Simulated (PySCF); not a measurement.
Species: C3H12AlNO.
SMILES with atom numbers: `[CH3:1][NH:2][AlH2-:3][O+:4]([CH3:5])[CH3:6]` (hydrogens: H7, H8, H9 on C1; H10 on N2; H11, H12 on Al3; H13, H14, H15 on C5; H16, H17, H18 on C6)

Structure used (PBE0-D3(BJ)/def2-SVP), in Å, numbered top down from 1:
```
atom  x, y, z in Å
C1     2.1810   -0.8276    0.8999
N2     1.7430    0.1822   -0.0269
Al3    0.7194   -0.0142   -1.5011
O4    -1.1839    0.2042   -0.8166
C5    -1.6544   -0.8011    0.0654
C6    -1.6239    1.5104   -0.4870
H7     1.7933   -0.6920    1.9320
H8     3.2833   -0.8977    0.9874
H9     1.8372   -1.8216    0.5665
H10    2.1416    1.0915    0.1844
H11    0.7083    1.2576   -2.4746
H12    0.5476   -1.5268   -2.0010
H13   -1.2652   -1.7589   -0.3016
H14   -2.7556   -0.8183    0.0556
H15   -1.2891   -0.6199    1.0898
H16   -1.2528    1.8034    0.5093
H17   -1.2164    2.1887   -1.2464
H18   -2.7244    1.5470   -0.5037
```

Computed with PBE0-D3(BJ)/def2-SVP geometry optimisation, gas phase in PySCF 2.14.0.

Take the most abundant isotopes and a rigid rotor. The values belong to one conformer with, in the numbering `[CH3:1][NH:2][AlH2-:3][O+:4]([CH3:5])[CH3:6]`, C1–N2–Al3–O4 89°, N2–Al3–O4–C5 -66°.

Question: Give the principal moments of inertia and the rotational constants in MHz.

Answer: Ia = 131.20, Ib = 307.86, Ic = 344.90 u·Å²; 505379 MHz·u·Å²/I gives A = 3852, B = 1642, C = 1465 MHz.

Question: Classify the top.

Answer: An asymmetric top: κ = (2 × 1642 − 3852 − 1465)/(3852 − 1465) = -0.85.

Question: What does the inertial defect say?

Answer: Not planar: Δ = Ic − Ia − Ib = -94.17 u·Å². For a rigid frame Δ = −2 Σ m c², so Σ m c² = 47.08 u·Å² lies off the ab plane: 16.96 from hydrogen and 30.12 from heavier atoms. The atom farthest from that plane is 2.08 Å away.

Question: Give the other two planar moments, Paa and Pbb, and the rms extents of the mass along the axes.

Answer: Paa = Σ m a² = (Ib + Ic − Ia)/2 = 260.78 and Pbb = Σ m b² = (Ia + Ic − Ib)/2 = 84.12 u·Å². With the mass M = 105.07 u, the rms extents √(P/M) along a, b and c are 1.58, 0.89, 0.67 Å.

Question: Where do the levels up to J = 5 lie, in MHz?

Answer: Above 0(0,0):
J = 1: 1(0,1) 3107, 1(1,1) 5317, 1(1,0) 5493
J = 2: 2(0,2) 9310, 2(1,2) 11355, 2(1,1) 11883, 2(2,1) 18515, 2(2,0) 18525
J = 3: 3(0,3) 18591, 3(1,3) 20405, 3(1,2) 21462, 3(2,2) 27835, 3(2,1) 27886, 3(3,1) 39334, 3(3,0) 39334
J = 4: 4(0,4) 30919, 4(1,4) 32460, 4(1,3) 34221, 4(2,3) 40255, 4(2,2) 40404, 4(3,2) 51780, 4(3,1) 51783, 4(4,1) 67852, 4(4,0) 67852
J = 5: 5(0,5) 46260, 5(1,5) 47513, 5(1,4) 50147, 5(2,4) 55767, 5(2,3) 56109, 5(3,3) 67346, 5(3,2) 67356, 5(4,2) 83409, 5(4,1) 83409, 5(5,1) 104075, 5(5,0) 104075

Question: Which types of transition are allowed, and where do some lines up to J = 5 fall?

Answer: The dipole components are |μa| = 3.13 D, |μb| = 2.95 D, |μc| = 2.12 D. The squared components, which scale the intensities, stand as 1.00 : 0.89 : 0.46 (a : b : c). Some lines, for components of 0.1 D or more:

| type | branch | J(Ka,Kc) | MHz | lower level (cm⁻¹) |
| --- | --- | --- | --- | --- |
| b | R | 4(2,2) ← 3(3,1) | 1071 | 1.312 |
| b | Q | 2(1,1) ← 2(0,2) | 2573 | 0.311 |
| b | R | 5(2,3) ← 4(3,2) | 4329 | 1.727 |
| c | Q | 4(2,3) ← 4(1,3) | 6034 | 1.141 |
| b | R | 2(1,2) ← 1(0,1) | 8248 | 0.104 |
| a | R | 3(1,2) ← 2(1,1) | 9578 | 0.396 |
| b | R | 3(1,3) ← 2(0,2) | 11094 | 0.311 |
| c | Q | 3(3,1) ← 3(2,1) | 11448 | 0.930 |
| b | Q | 5(3,3) ← 5(2,4) | 11579 | 1.860 |
| a | R | 4(3,2) ← 3(3,1) | 12447 | 1.312 |
| a | R | 4(2,2) ← 3(2,1) | 12519 | 0.930 |
| b | R | 2(2,0) ← 1(1,1) | 13207 | 0.177 |
| a | R | 5(4,2) ← 4(4,1) | 15557 | 2.263 |
| b | Q | 4(4,0) ← 4(3,1) | 16069 | 1.727 |
| b | Q | 4(4,1) ← 4(3,2) | 16072 | 1.727 |
| b | Q | 5(5,1) ← 5(4,2) | 20665 | 2.782 |
| c | R | 5(2,4) ← 4(1,4) | 23306 | 1.083 |
| b | R | 4(3,2) ← 3(2,1) | 23895 | 0.930 |
| b | R | 4(3,1) ← 3(2,2) | 23948 | 0.928 |
| b | R | 4(4,1) ← 3(3,0) | 28518 | 1.312 |
| c | R | 4(4,1) ← 3(3,1) | 28519 | 1.312 |
| b | R | 5(4,2) ← 4(3,1) | 31626 | 1.727 |
| b | R | 5(4,1) ← 4(3,2) | 31629 | 1.727 |
| b | R | 5(5,1) ← 4(4,0) | 36222 | 2.263 |

Question: Estimate the classical rotational partition function at 10 K, 25 K and 298.15 K.

Answer: Point group C1, symmetry number σ = 1; q = (√π/σ)·√((kT/h)³/(ABC)), k/h = 20836.6 MHz/K: 1750 at 10 K, 6920 at 25 K, 285000 at 298.15 K.

No frequency check. No vibrational averaging or centrifugal distortion is included, and the geometry carries the error of its method. A rigid rotor knows nothing of internal rotation, which can split or shift real lines. Quadrupole hyperfine structure (14N, 27Al) is left out.
